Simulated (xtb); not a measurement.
ClHg (SMILES [Cl][Hg]), doublet, from a rough starting geometry (GFN-xTB shapes and energies of metal compounds can be far from the true ones) (the spin is typed, not shown lowest); xtb with GFN2-xTB.

xtb was given this input:
```
$ xtb mol.xyz --gfn 2 --uhf 1 --opt vtight --json

# file mol.xyz
2

Hg    -0.76817666    -0.81209279    -0.74431502
Cl     0.70979055     0.77405952     0.75880051
```

What the program printed (banner, timings and long lists left out):

```
   ID    Z sym.   atoms
    1   80 Hg     1
    2   17 Cl     2

           -------------------------------------------------
          |                Calculation Setup                |
           -------------------------------------------------

           -------------------------------------------------
          |                 G F N 2 - x T B                 |
           -------------------------------------------------

          ...................................................
          :                      SETUP                      :
          :.................................................:
          :  # basis functions                  14          :
          :  # atomic orbitals                  13          :
          :  # shells                            5          :
          :  # electrons                         9          :
          :  max. iterations                   250          :
          :  Hamiltonian                  GFN2-xTB          :
          :  restarted?                      false          :
          :  GBSA solvation                  false          :
          :  PC potential                    false          :
          :  electronic temp.          300.0000000     K    :
          :  accuracy                    1.0000000          :
          :  -> integral cutoff          0.2500000E+02      :
          :  -> integral neglect         0.1000000E-07      :
          :  -> SCF convergence          0.1000000E-05 Eh   :
          :  -> wf. convergence          0.1000000E-03 e    :
          :  Broyden damping             0.4000000          :
          :  net charge                          0          :
          :  unpaired electrons                  1          :
          ...................................................

 iter      E             dE          RMSdq      gap      omega  full diag
   1     -5.3559576 -0.535596E+01  0.106E+01    7.35       0.0  T
   2     -5.3581560 -0.219841E-02  0.642E+00    7.65       1.0  T
   3     -5.3581975 -0.414606E-04  0.146E+00    7.60       1.0  T
   4     -5.3583335 -0.136056E-03  0.354E-01    7.67       1.0  T
   5     -5.3583378 -0.424704E-05  0.372E-02    7.65       1.9  T
   6     -5.3583386 -0.847830E-06  0.131E-02    7.66       5.4  T
   7     -5.3583388 -0.108267E-06  0.565E-03    7.66      12.5  T
   8     -5.3583388 -0.121603E-07  0.493E-03    7.66      14.3  T
   9     -5.3583388 -0.177184E-07  0.101E-04    7.66     702.6  T
[...]
         :: total energy              -5.358278574593 Eh    ::
 * total energy  :    -5.3582786 Eh     change       -0.2220446E-13 Eh
 * total energy  :    -5.3582062 Eh     change        0.7237512E-04 Eh
 * total energy  :    -5.3582790 Eh     change       -0.7283746E-04 Eh
 * total energy  :    -5.3582858 Eh     change       -0.6786208E-05 Eh
 * total energy  :    -5.3582873 Eh     change       -0.1447618E-05 Eh
 * total energy  :    -5.3582873 Eh     change       -0.4290284E-09 Eh
   *** GEOMETRY OPTIMIZATION CONVERGED AFTER 6 ITERATIONS ***
         :: total energy              -5.358287271193 Eh    ::
[...]
         7                         -0.1228842              -3.3438
         8                          0.0192320               0.5233
         9                          0.0192320               0.5233
        10                          0.0194729               0.5299
        11                          0.0212888               0.5793
        12                          0.0212888               0.5793
        13                          0.0991613               2.6983
      -------------------------------------------------------------
                  HL-Gap            0.2805857 Eh            7.6351 eV
             Fermi-level           -0.3412619 Eh           -9.2862 eV

     #   Z          covCN         q      C6AA      α(0)
     1  80 Hg       0.772     0.149   348.556    36.250
     2  17 Cl       0.772    -0.149   103.657    15.574

 Mol. C6AA /au·bohr⁶  :        826.420884
 Mol. C8AA /au·bohr⁸  :      63531.113113
 Mol. α(0) /au        :         51.824126

Wiberg/Mayer (AO) data.
largest (>0.10) Wiberg bond orders for each atom

 ---------------------------------------------------------------------------
     #   Z sym  total        # sym  WBO       # sym  WBO       # sym  WBO
 ---------------------------------------------------------------------------
     1  80 Hg   0.758 --     2 Cl   0.758
     2  17 Cl   0.758 --     1 Hg   0.758
 ---------------------------------------------------------------------------

Topologies differ in total number of bonds
Writing topology from bond orders to xtbtopo.mol

molecular dipole:
                 x           y           z       tot (Debye)
 q only:       -0.415      -0.446      -0.422
   full:       -0.427      -0.458      -0.434       1.938
molecular quadrupole (traceless):
                xx          xy          yy          xz          yz          zz
 q only:        0.036       0.059       0.015       0.026       0.014      -0.050
  q+dip:        0.027       0.219       0.029       0.177       0.175      -0.056
   full:        0.059      -0.318      -0.016      -0.332      -0.371      -0.042

optimized geometry written to: xtbopt.xyz

           -------------------------------------------------
          | TOTAL ENERGY               -5.358287271193 Eh   |
          | GRADIENT NORM               0.000000042463 Eh/α |
          | HOMO-LUMO GAP               7.635126401821 eV   |
           -------------------------------------------------

normal termination of xtb
```
